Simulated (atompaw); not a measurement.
**Before and after: PAW (atompaw) potential for Zr**

Zr, PAW, made with atompaw 4.2.0.5 (PBEsol, scalar-relativistic). Core [Kr], reference 4d2 5s2 5p0. Waves: 5s (bound): rc 3.00 bohr; 5s channel at 0.75 Ry: rc 3.00 bohr; 5p (bound, empty): rc 3.00 bohr; 5p channel at 1.8 Ry: rc 3.00 bohr; 4d (bound): rc 3.00 bohr; 4d channel at 0.15 Ry: rc 2.50 bohr. Local part: ultrasoft scheme with l = 3 at 1 Ry, radius 2.65 bohr. Core correction: smooth core density matched at 2.50 bohr. Augmentation charge: sinc compensation charge, radius 2.85 bohr; PAW radius 3.00 bohr; waves and projectors: custom rrkj vanderbiltortho.

Change: all radii scaled by about 1.19 (s 3.56, p 3.56, d 3.56 bohr); local potential ultrasoft scheme with l = 3 at 1 Ry, radius 3.14 bohr; augmentation sinc compensation charge, radius 3.38 bohr; PAW radius 3.56 bohr; waves and projectors: custom rrkj vanderbiltortho; core correction smooth core density matched at 2.96 bohr.

Cutoffs: the cutoffs (Ry, on a coarse ladder) from which the occupation-weighted sum of valence levels, in a spherical-Bessel basis at the reference potential, stays within 10 and 1 mRy of its value at 400 Ry; they do not see the model core or the augmentation charge, which bear on the density cutoff.

Question: What does the change do?

Answer: Both files are very soft, the changed one slightly softer (loose and tight cutoff 10 and 12 Ry → 6 and 8 Ry on this coarse ladder); the bound ghost in s disappears.

```tsv
quantity	base	changed
cutoff, loose	10 Ry	6 Ry
cutoff, tight	12 Ry	8 Ry
loose cutoff by channel (10 mRy a level)	s 6 Ry, d 8 Ry	s 6 Ry, d 6 Ry
bound ghosts	s	none
lowest overlap eigenvalue by channel	s 0.46, p 0.63, d 0.49	s 0.45, p 0.71, d 0.68
```

 A true bound ghost makes a file unfit for plane-wave use even where its test errors are small: the radial tests pick states by their node count and pass the ghost by. The cutoffs see the waves, projectors and local potential, not the compensation charge or the core.
